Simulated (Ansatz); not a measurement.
`CBOC` + HCl → `CBCl` + CH₃OH at 600 K and 1 bar (ligand exchange at a B–O bond).

Isolated molecules relaxed with PBE0-D4/def2-TZVP in Ansatz; ΔE leaves out vibrations. CCSD(T)/CBS is the MP2 limit (def2-TZVPP, def2-QZVPP) plus CCSD(T) − MP2 in def2-TZVPP, frozen cores. This one scheme is used for every species. Each species was taken in one conformer, which may not be the lowest.

```csv
species,CCSD(T)/CBS energy (Eh),H − E (kJ/mol),S (J/(mol·K))
`CBOC`,-180.32625,294.5,387.7
HCl,-460.38127,35.4,207.2
`CBCl`,-525.07110,169.4,342.6
CH₃OH,-115.61712,163.6,277.3
```

H − E and S are ideal-gas, rigid-rotor, harmonic terms from PBE0-D4/def2-TZVP, for one conformer and one mirror image of each species. 1 Eh = 2625.50 kJ/mol, R = 8.31446 J/(mol·K).

Problem. By hand: ΔE, ΔH, ΔS and ΔG.

Solution. ΔE = (-525.07110) + (-115.61712) − (-180.32625) − (-460.38127) = 0.01930 Eh = 50.7 kJ/mol. Δ(H − E) = 169.4 + 163.6 − 294.5 − 35.4 = 3.1, so ΔH = 53.8 kJ/mol. ΔS = 342.6 + 277.3 − 387.7 − 207.2 = 25.0 J/(mol·K). ΔG = 53.8 − 600 × (25.0)/1000 = 38.8 kJ/mol.

Problem. By hand: the equilibrium constant, and the temperature at which ΔG would vanish if ΔH and ΔS stayed fixed.

Solution. log₁₀ K = −ΔG/(RT ln 10) = -3.4. ΔG = 0 at ΔH/ΔS = 2152 K.

ΔH outweighs TΔS. A doubt of 5 kJ/mol in ΔE shifts log₁₀ K by 0.4 here. Other conformers and mirror images would add mixing entropy, several J/(mol·K) or more a flexible species. Modes under 60 cm⁻¹, often nearly free rotors, make the harmonic entropy too high. These are equilibria of isolated gas molecules and say nothing of rates. Largest T1 diagnostic: 0.012 (customary marks: 0.02 for closed shells, 0.045 for open ones).
